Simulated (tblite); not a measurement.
Compound: C8H11 (doublet state).
Z-matrix (Å and degrees, GFN2-xTB geometry), rows numbered from 1:
```
C 
C   1  1.2920
C   2  1.5003  1  125.70
C   3  1.5246  2  118.82  1   144.75
C   4  1.4644  3   58.76  2   108.41
C   5  1.3102  3  148.57  4   177.22
C   6  1.5001  5  123.96  3  -177.94
C   7  1.5283  6  111.05  5   115.14
H   1  1.0652  2  138.62  3     0.62
H   2  1.0846  1  121.01  3   179.88
H   3  1.0837  2  113.74  1    -0.20
H   4  1.0815  3  118.20  5   109.27
H   4  1.0820  3  117.88  5  -108.02
H   6  1.0832  5  119.98  3     1.32
H   7  1.0935  6  108.97  5  -124.73
H   7  1.0913  6  109.62  5    -6.34
H   8  1.0879  7  110.54  6    57.50
H   8  1.0876  7  110.45  6   177.66
H   8  1.0876  7  110.32  6   -62.37
```

Structure optimised with GFN2-xTB, isolated species. This method treats the open shell by occupation alone, without spin polarisation.

Masses are those of the commonest isotopes; rigid-rotor values at the optimised geometry. The values belong to one conformer with, in the numbering `[H]/[C:1]=[CH:2]\[C@H:3]1[CH2:4]/[C:5]1=[CH:6]\[CH2:7][CH3:8]`, C1–C2–C3–C4 145°, C5–C6–C7–C8 115°.

(1) Give the principal moments of inertia and the rotational constants in MHz.

(2) What kind of rotor is it?

(3) What does the inertial defect say?

(4) Give the other two planar moments, Paa and Pbb, and the rms extents of the mass along the axes.

(5) List the rotational levels J(Ka,Kc) to J = 2 (cm⁻¹).

(6) Estimate the classical rotational partition function at 10 K, 25 K and 200 K.

Answers

(1) Ia = 104.91, Ib = 543.33, Ic = 588.05 u·Å²; 505379 MHz·u·Å²/I gives A = 4817, B = 930.2, C = 859.4 MHz.

(2) A near-prolate asymmetric top: κ = (2 × 930.2 − 4817 − 859.4)/(4817 − 859.4) = -0.96.

(3) Not planar: Δ = Ic − Ia − Ib = -60.19 u·Å². For a rigid frame Δ = −2 Σ m c², so Σ m c² = 30.09 u·Å² lies off the ab plane: 12.50 from hydrogen and 17.59 from heavier atoms. The atom farthest from that plane is 1.65 Å away.

(4) Paa = Σ m a² = (Ib + Ic − Ia)/2 = 513.23 and Pbb = Σ m b² = (Ia + Ic − Ib)/2 = 74.81 u·Å². With the mass M = 107.09 u, the rms extents √(P/M) along a, b and c are 2.19, 0.84, 0.53 Å.

(5) Above 0(0,0):
J = 1: 1(0,1) 0.0597, 1(1,1) 0.1894, 1(1,0) 0.1917
J = 2: 2(0,2) 0.1790, 2(1,2) 0.3064, 2(1,1) 0.3135, 2(2,1) 0.7025, 2(2,0) 0.7025
Those of J = 1 are B + C, A + C and A + B.

(6) Point group C1, symmetry number σ = 1; q = (√π/σ)·√((kT/h)³/(ABC)), k/h = 20836.6 MHz/K: 2720 at 10 K, 10700 at 25 K, 243000 at 200 K.

For this open shell read J as N, the rotation without spin; fine and hyperfine splittings come on top. Its GFN2-xTB frequencies are all real (lowest 49 cm⁻¹). Constants of a rigid frame at the computed geometry: no zero-point averaging, no centrifugal distortion.

The run took 0.89 s on one thread, Arm Neoverse V1 (aarch64) (shared host). These figures are those of the optimisation.
